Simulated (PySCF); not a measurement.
The complex TiBr3 (charge 0) contains Ti(III), shell d1. The structure is a PBE0-D3(BJ)/def2-TZVP geometry optimised for multiplicity 2; coordination trigonal planar, point group C2v, metal–donor distances 2.34 Å.

Method (PySCF 2.14, density fitting): CASSCF(1,5) with orbitals averaged over all microstates of the shell, strongly contracted NEVPT2 on the averaged canonical orbitals; basis x2c-TZVPall on the metal, x2c-SVPall elsewhere; spin-free X2C; gas phase; spin-orbit coupling by state interaction with the mean-field operator over all roots.

CASSCF energies above the lowest CASSCF root:

| state | CASSCF / cm⁻¹ |
| --- | --- |
| 2A1 | 0 |
| 2B1 | 2573 |
| 2A2 | 2662 |
| 2B2 | 11888 |
| 2A1 | 12169 |

How does dynamic correlation (SC-NEVPT2) move these states?


```tsv
state	NEVPT2 / cm⁻¹	shift / cm⁻¹
2A1	0	0
2B1	3684	+1111
2A2	3776	+1114
2B2	13292	+1404
2A1	13588	+1419
```

No frequencies were computed for the optimised geometry. Charge-transfer states lie outside this active space and may come lower than some of these levels. NEVPT2 lifts 2B1 from 2573 to 3684 cm⁻¹; on the d shell alone such lifts tend to overshoot. NEVPT2 on the d shell alone tends to put d–d bands too high for such charged or covalently bound ions.
